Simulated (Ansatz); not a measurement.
Reaction (redistribution): `C=[CH][SnH]([Cl])[Cl]` + `Cl[Si]([SeH])([SeH])[SeH]` → `C=[CH][Sn]([Cl])([Cl])[Cl]` + `[SeH][SiH]([SeH])[SeH]`

Program: Ansatz. Geometries: PBE0-D4/def2-TZVP. ΔE: electronic, gas phase. CCSD(T)/CBS adds triple-zeta CCSD(T) − MP2 to the extrapolated MP2 energy (def2 sets, frozen cores). Functionals use def2-TZVPP. Elements past krypton have def2 core potentials. For Se, Sn outer-core shells are correlated without core-valence functions, which leaves a few kJ/mol of doubt a bond. Scalar relativity is left out up to krypton. Each species was taken in one conformer, which may not be the lowest.

```json
{"level": "PBE-D4", "ΔE (kJ/mol)": "8.9", "difference from CCSD(T)/CBS": "3.8"}
{"level": "PBE0-D4", "ΔE (kJ/mol)": "8.7", "difference from CCSD(T)/CBS": "3.6"}
{"level": "PBE", "ΔE (kJ/mol)": "5.7", "difference from CCSD(T)/CBS": "0.6"}
{"level": "PBE0", "ΔE (kJ/mol)": "6.0", "difference from CCSD(T)/CBS": "0.9"}
{"level": "HF/def2-TZVPP", "ΔE (kJ/mol)": "-8.3", "difference from CCSD(T)/CBS": "-13.4"}
{"level": "SCS-MP2/def2-TZVPP", "ΔE (kJ/mol)": "6.0", "difference from CCSD(T)/CBS": "0.9"}
{"level": "MP2/def2-QZVPP", "ΔE (kJ/mol)": "9.0", "difference from CCSD(T)/CBS": "3.9"}
{"level": "SCS-MP2/def2-QZVPP", "ΔE (kJ/mol)": "4.8", "difference from CCSD(T)/CBS": "-0.3"}
{"level": "MP2/CBS(def2)", "ΔE (kJ/mol)": "9.2", "difference from CCSD(T)/CBS": "4.1"}
{"level": "CCSD/CBS(def2)", "ΔE (kJ/mol)": "3.8", "difference from CCSD(T)/CBS": "-1.3"}
{"level": "CCSD(T)/CBS", "ΔE (kJ/mol)": "5.1", "difference from CCSD(T)/CBS": "0"}
```

Largest T1 diagnostic among the species: 0.012.

The D4 term adds +5.6 kJ/mol with B3LYP and +2.7 kJ/mol with PBE0; it sums over pairs of atoms, weighted by their polarisabilities, and B3LYP, whose exchange is more repulsive, gets the larger term. In def2-TZVPP, CCSD(T) changes the Hartree–Fock value by +14.3 kJ/mol (the triples alone add +1.3 kJ/mol) and MP2 by +18.4 kJ/mol.

CCSD(T)/CBS has its own doubt, a few kJ/mol and more with outer-core shells, so smaller differences from it don't rank the levels.

B3LYP here is the variant with VWN-RPA as its local correlation; programs differ in this.
